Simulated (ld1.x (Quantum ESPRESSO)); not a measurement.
An all-electron radial function and its pseudo partner (hydrogen (H))

Columns: radius, all-electron u(r) and pseudo u(r) of the 1s shell (level -6.49 eV) of hydrogen in the configuration 1s1; PBE, scalar-relativistic, TM scheme, ld1.x (Quantum ESPRESSO) 7.5.

| r (bohr) | all-electron | pseudo |
| --- | --- | --- |
| 0.039 | 0.0720 | 0.0635 |
| 0.078 | 0.1384 | 0.1261 |
| 0.117 | 0.1995 | 0.1869 |
| 0.156 | 0.2556 | 0.2451 |
| 0.195 | 0.3071 | 0.2999 |
| 0.234 | 0.3541 | 0.3506 |
| 0.273 | 0.3970 | 0.3969 |
| 0.312 | 0.4361 | 0.4385 |
| 0.351 | 0.4715 | 0.4754 |
| 0.390 | 0.5036 | 0.5078 |
| 0.429 | 0.5325 | 0.5363 |
| 0.468 | 0.5584 | 0.5613 |
| 0.507 | 0.5816 | 0.5835 |
| 0.546 | 0.6022 | 0.6032 |
| 0.585 | 0.6205 | 0.6209 |
| 0.624 | 0.6365 | 0.6366 |
| 0.663 | 0.6504 | 0.6504 |
| 0.702 | 0.6624 | 0.6624 |
| 0.741 | 0.6726 | 0.6726 |
| 0.780 | 0.6811 | 0.6811 |
| 0.819 | 0.6882 | 0.6882 |
| 0.858 | 0.6937 | 0.6937 |
| 0.897 | 0.6979 | 0.6979 |
| 0.936 | 0.7009 | 0.7009 |
| 0.975 | 0.7028 | 0.7028 |
| 1.014 | 0.7036 | 0.7036 |

**Question.** How many radial nodes do the two functions have?

**Answer.** The all-electron 1s function has n − l − 1 = 0; the pseudo-wave has 0.

**Question.** At about which radius was the pseudo-wave matched?

**Answer.** 0.72 bohr. The columns agree to 0.0005 from 0.58 bohr on; several derivatives are matched, so the curves merge somewhat inside the radius.

**Question.** Is the pseudo-wave norm-conserving?

**Answer.** Yes: the TM scheme keeps the norm inside the radius equal to the all-electron one, which fixes the energy derivative of the logarithmic derivative at the level.
